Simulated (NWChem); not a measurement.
CH$_{2}$F$_{2}$O$_{2}$Si; SMILES F[Si]1(F)OCO1

```xyz
8

F      0.0000    -1.2634     1.3423
Si     0.0000     0.0000     0.3727
F      0.0000     1.2634     1.3423
O     -1.1048     0.0000    -0.8650
C      0.0000     0.0000    -1.7719
O      1.1048     0.0000    -0.8650
H      0.0000    -0.9092    -2.3954
H      0.0000     0.9092    -2.3954
```
Atoms are numbered in this order, from 1.

Computed with NWChem. Pople sets run with spherical d functions. Geometry: optimised at PBE0/def2-SVP. Atomic charges in e: unrestrained fits to the electrostatic potential beside Mulliken populations; buried atoms are poorly determined by the fit.

What does the run give for Hartree-Fock/6-31G*? Quantities: ESP F1; Mulliken F1; ESP Si2; Mulliken Si2; ESP F3; Mulliken F3; ESP O4; Mulliken O4; ESP C5; Mulliken C5; relative RMS misfit of the potential (%).


* **ESP F1**: -0.40
* **Mulliken F1**: -0.50
* **ESP Si2**: 1.57
* **Mulliken Si2**: 1.76
* **ESP F3**: -0.40
* **Mulliken F3**: -0.50
* **ESP O4**: -0.69
* **Mulliken O4**: -0.74
* **ESP C5**: 0.55
* **Mulliken C5**: 0.32
* **relative RMS misfit of the potential (%)**: 21
